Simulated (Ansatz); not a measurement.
Reaction (ligand exchange at a Ge–Se bond): `[F][Ge]([F])([Cl])[SeH]` + H₂S → `[F][Ge]([F])([SH])[Cl]` + H₂Se

Computed with Ansatz on PBE0-D4/def2-TZVP structures; ΔE is electronic, products minus reactants. CCSD(T)/CBS is the MP2 limit (def2-TZVPP, def2-QZVPP) plus CCSD(T) − MP2 in def2-TZVPP, frozen cores. This one scheme is used for every species. Functionals use def2-TZVPP. B3LYP here is the variant with VWN-RPA as its local correlation; programs differ in this. HSE06 is defined as in plane-wave codes. For Ge, Se outer-core shells are correlated without core-valence functions, which leaves a few kJ/mol of doubt a bond. Scalar relativity is left out up to krypton. Each species was taken in one conformer, which may not be the lowest.

| level | ΔE (kcal/mol) | difference from CCSD(T)/CBS |
| --- | --- | --- |
| BLYP-D4 | 3.1 | 0.3 |
| r2SCAN-D4 | 2.5 | -0.3 |
| B97M-V | 1.6 | -1.2 |
| PBE0-D4 | 2.7 | -0.1 |
| HSE06-D4 | 2.8 | 0.0 |
| CAM-B3LYP-D4 | 2.6 | -0.2 |
| PBE-QIDH | 2.6 | -0.2 |
| revPBE | 2.8 | 0.0 |
| BLYP | 2.9 | 0.1 |
| PBE0 | 2.6 | -0.2 |
| B3LYP | 2.8 | 0.0 |
| CAM-B3LYP | 2.4 | -0.4 |
| CCSD/def2-SVP | 1.6 | -1.2 |
| HF/def2-TZVPP | 2.3 | -0.5 |
| MP2/def2-TZVPP | 2.8 | 0.0 |
| HF/CBS(def2) | 2.3 | -0.5 |
| CCSD(T)/CBS | 2.8 | 0 |

Largest T1 diagnostic among the species: 0.012.

At CCSD(T), def2-SVP lies −1.2 kcal/mol from the extrapolated value and def2-TZVPP −0.3 kcal/mol. Leaving LDA and LC-ωPBE aside and taking each functional with its dispersion term where it has one, the values spread over 1.6 kcal/mol, from B97M-V to BLYP-D4.
